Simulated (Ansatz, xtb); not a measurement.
Diatomic TeP, multiplicity 2 (lowest of 2S+1 = 2, 4 at CCSD(T)/def2-TZVPP on PBE0 minima; our sources give no spin for the ground state, which may be another). No spin–orbit coupling. The T1 diagnostic near the minimum is 0.061, so single-reference values are doubtful.

The constants come from a fifth-degree fit in 1/R (seven points, main isotopes). Runs in def2 and cc sets follow the lowest solution found near the PBE0 minimum.

Programs: Ansatz (a quantum-chemistry and plane-wave program); xtb for the GFN methods.  In def2 rows elements past Kr take small-core potentials, without spin–orbit coupling. The GFN methods have no spin term and hold the electronic entropy of 300 K.

```json
[
 {"level": "GFN1-xTB", "r_e (Å)": "2.263", "ω_e (cm⁻¹)": "561", "ω_e x_e (cm⁻¹)": "1.7", "dipole (D)": "-"},
 {"level": "GFN2-xTB", "r_e (Å)": "2.274", "ω_e (cm⁻¹)": "[?]", "ω_e x_e (cm⁻¹)": "1.8", "dipole (D)": "-"},
 {"level": "SVWN5/def2-TZVPP", "r_e (Å)": "2.237", "ω_e (cm⁻¹)": "482", "ω_e x_e (cm⁻¹)": "1.3", "dipole (D)": "0.64"},
 {"level": "PBE/def2-TZVPP", "r_e (Å)": "[?]", "ω_e (cm⁻¹)": "[?]", "ω_e x_e (cm⁻¹)": "1.3", "dipole (D)": "0.65"}
]
```

**Question.** Fill in the missing entries.

**Answer.** 
- PBE/def2-TZVPP, r_e (Å): 2.260
- PBE/def2-TZVPP, ω_e (cm⁻¹): 467
- GFN2-xTB, ω_e (cm⁻¹): 529
